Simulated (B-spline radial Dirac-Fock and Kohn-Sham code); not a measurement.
**Dipole and non-dipole photoemission parameters of Zr⁴⁺ 3p1/2**

System: the Zr⁴⁺ ion, [Ar] 3d10 4s2 4p6; threshold 390.6 eV (orbital energy of the model). Model: Dirac-Hartree-Slater photoionisation with a Latter tail; cross sections with all multipoles, angular parameters from the dipole term and its interference with E2. Program: a radial B-spline solver.

For linearly polarised light dσ/dΩ = σ/(4π) [1 + β P₂(cos θ) + (δ + γ cos²θ) sin θ cos φ], with θ from the polarisation vector and φ the angle between the beam and the projection of the electron momentum on the plane normal to the polarisation.

```csv
hν (eV),σ (kb),β,γ,δ
493,176,1.038,0.246,0.055
509,172,1.103,0.252,0.047
561,157,1.255,0.229,0.028
591,150,1.316,0.203,0.021
600,148,1.331,0.194,0.019
1540,33.6,1.609,0.045,0.003
1810,24.2,1.597,0.116,0.005
1910,21.6,1.591,0.144,0.006
2380,13.3,1.558,0.279,0.011
3110,7.08,1.502,0.475,0.019
5414.7,?,?,?,?
6000,1.28,1.305,1.043,0.059
9400,0.353,1.134,1.444,0.111
10000,0.294,1.109,1.497,0.120
10600,0.247,1.085,1.547,0.129
11600,0.188,1.047,1.623,0.144
13400,0.120,0.986,1.741,0.171
```

Question: Give the values at Cr Kα (5414.7 eV).

Answer: σ = 1.69 kb, β = 1.341, γ = 0.951, δ = 0.050.

Values without a named source are computed, but for edge energies of neutral atoms, which are taken from tables.
